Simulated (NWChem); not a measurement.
## Exact exchange and the dipole moment of PbS

PbS: 2 atoms, total charge 0, spin state singlet. SMILES: `[S][Pb]`. Geometry: the measured bond length.

The dipole moment y, in D, basis def2-TZVPP with a core potential; a is the functional's share of exact exchange. Programs: NWChem 7.3.0.

| functional | program | a | y (D) |
| --- | --- | --- | --- |
| r2SCAN | NWChem | 0 | 3.99 |
| PBE | NWChem | 0 | 3.76 |
| B3LYP | NWChem | 0.2 | 4.01 |
| PBE0 | NWChem | 0.25 | ? |
| BHLYP | NWChem | 0.5 | 4.45 |

Q: Fit y = c + s·a to the known rows and predict PBE0.

A: 
1. Means of the 4 rows: a = 0.1750, y = 4.053.
2. Σ(Δa)² = 0.1675, Σ(Δa·Δy) = 0.19025, so the slope is 0.19025/0.1675 = 1.1358.
3. Intercept: 4.053 − (1.1358) × 0.1750 = 3.854. The largest residual of the fit is 0.14.
4. PBE0: 3.854 + (1.1358) × 0.25 = 4.14 D.

The run gave 4.18 D, so the prediction is off by -0.04 D, within the scatter of the fit. More exact exchange makes the molecule more polar here. The rows mix families of semi-local functionals, which the line can't see.
